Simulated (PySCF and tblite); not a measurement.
Values are calculated unless marked as measured or tabulated.
C5H10O2, numbered as in [CH3:1][CH:2]1[CH2:3][O:4][CH2:5][O:6][CH2:7]1.

Level: PBE0-D3(BJ)/def2-TZVP//PBE0-D3(BJ)/def2-SVP, thermal terms from GFN2-xTB, symmetry numbers and mirror pairs counted. Conformers within 4 kcal/mol (GFN2-xTB free energy) were kept, 7 at most. Couplings: B3LYP/pcSseg-1 with pcJ-1 on H (gas phase; spin-dipole term only for pairs with B, N, F, Si or P). Couplings are for ¹H. Of two unlike H on one atom, a is the less shielded (PBE0/pcSseg-1). Programs: PySCF with density fitting and tblite.

The 6-ring runs over atoms 2–3–4–5–6–7. Of a mirror pair one member is shown.

| conformer | shape | weight % |
| --- | --- | --- |
| 1 | 6-ring chair (all substituents equatorial) | 84.6 |
| 2 | 6-ring chair (C1 axial) | 15.4 |
| 3 | 6-ring twist-boat (ring torsions -68, 35, 33, -69, 34, 29°) | 0.0 |
| 4 | 6-ring twist-boat (ring torsions -30, -32, 68, -34, -25, 59°) | 0.0 |

(1) Give the couplings in each conformer and the averages at 298.15 K (pairs that fast motion interchanges averaged).

## Answers

(1) 
| coupling | pairs | 1 | 2 | 3 | 4 | average (Hz) |
| --- | --- | --- | --- | --- | --- | --- |
| ²J(H1,H1) | 3 | -14.4 | -14.1 | -14.0 | -14.3 | -14.4 |
| ³J(H1,H2) | 3 | 7.7 | 7.8 | 7.5 | 7.4 | 7.7 |
| ³J(H2,H3b) | 2 | 11.2 | 1.4 | 5.3 | 12.2 | 9.7 |
| ³J(H2,H3a) | 2 | 5.0 | 3.1 | 8.5 | 7.1 | 4.7 |
| ²J(H3b,H3a) | 2 | -12.6 | -12.6 | -12.6 | -11.3 | -12.6 |
| ⁴J(H3b,H5a) | 2 | -0.9 | -0.8 | -0.8 | 0.3 | -0.9 |
| ⁴J(H3b,H7a) | 2 | -0.7 | -0.5 | -0.2 | -0.7 | -0.7 |
| ⁴J(H3a,H5b) | 2 | -0.8 | -0.9 | -0.9 | -0.6 | -0.8 |
| ⁴J(H3a,H7a) | 1 | 2.2 | 0.0 | -0.6 | 1.5 | 1.9 |
| ²J(H5b,H5a) | 1 | -7.9 | -7.9 | -3.7 | -6.4 | -7.9 |
